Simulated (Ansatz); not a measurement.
Nb3S6. The state is a doublet with charge 0. Geometry r2SCAN-D4/def2-SVP, basis def2-TZVP, Ansatz.

```xyz
9

Nb    0.136   -0.610   -1.087
Nb    0.949    1.509    0.702
Nb   -1.219   -0.302    1.452
S     0.376   -1.660   -2.970
S    -0.015   -2.146    0.938
S     2.330   -0.188    0.127
S    -0.346    1.531    2.711
S     0.070    1.914   -1.344
S    -2.280   -0.049   -0.530
```

```
run  HOMO (eV)  LUMO (eV)
  A      -4.93      -4.57
  B      -5.13      -4.73
  C      -6.06      -4.08
  D      -5.33      -4.64
```

In the def2 sets Nb takes a core potential; there is no spin–orbit coupling.

HOMO and LUMO are taken over both spins.

Q: The runs used BLYP, PBE, PBE0, r2SCAN. Estimate which is which.

A: A BLYP (0 % exact exchange); B PBE (0 % exact exchange); C PBE0 (25 % exact exchange); D r2SCAN (0 % exact exchange). Exact exchange lowers occupied and raises empty levels; among semilocal functionals meta-GGAs tend to open the gap a little, and such runs are hard to tell apart. The gap grows from 0.36 eV (BLYP) to 1.99 eV (PBE0).
